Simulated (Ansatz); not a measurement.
Two structures of SiH3F3, singlet, reached by relaxing down either side of one saddle point (PBE0-D4/def2-TZVP). Energies are electronic, without zero-point energy. Computed with Ansatz 0.2.0 (basis: def2-TZVPP and def2-QZVPP); correlated methods freeze the cores. Extrapolation: Hartree–Fock as exp(−7.88 √X), correlation as X^−2.97. First:

```xyz
7
angstrom
Si -0.3258 -0.5230 -0.6739
H 1.0593 -0.6625 -1.1514
F -1.1406 -1.8240 -1.0590
F -0.2899 -0.4609 0.9280
H -1.0535 0.6621 -1.1554
H 0.6333 1.0179 1.6369
F 1.1172 1.7904 1.4747
```

Second:

```
7
angstrom
Si -0.9882 0.2047 -0.1194
H 2.3528 -0.7177 -0.0125
F -0.3281 -0.3926 -1.4165
F -0.8560 -0.8534 1.0367
H -2.3929 0.5277 -0.3619
H 2.4013 -0.2628 0.5772
F -0.1889 1.4941 0.2963
```

**Question.** Which bonds change from the first to the second?

**Answer.** SiH₂F₂ ([F][SiH2][F]) + HF → SiHF₃ ([F][SiH]([F])[F]) + H₂; bonds formed: Si1–F7, H2–H6; bonds broken: Si1–H2, H6–F7.

**Question.** Give the saddle point's structure and its height above each. (To be estimated.)

**Answer.** The calculation gives: 1.443 eV above the first and 2.752 eV above the second (CCSD(T) at an estimated basis limit (MP2 extrapolated from triple and quadruple zeta, plus CCSD(T) − MP2 in triple zeta)).
```
7
angstrom
Si -0.3685 -0.1373 -0.1604
H 1.2888 -0.2799 -0.2025
F -0.3568 -1.3004 -1.2608
F -0.9876 -0.8662 1.0939
H -1.1507 0.8978 -0.8342
H 1.1777 0.4864 0.4155
F 0.3972 1.1997 0.9485
```

T1 diagnostic: at most 0.013. The end structure is not quite a true minimum (one mode of 31i cm⁻¹).

Labels in which every atom is bracketed show which atoms are joined, not bond orders.

For scale, one of the runs: CCSD(T)/def2-TZVPP, 177 basis functions, launched by `ansatz run in.yaml --threads 2 --pin off --events-out ev --progress --plain --max-ram 4352MiB`. Time: 61 s of wall clock on 2 CPU threads of an Arm Neoverse V1; the host was shared. Peak host memory: 1.7 GiB.
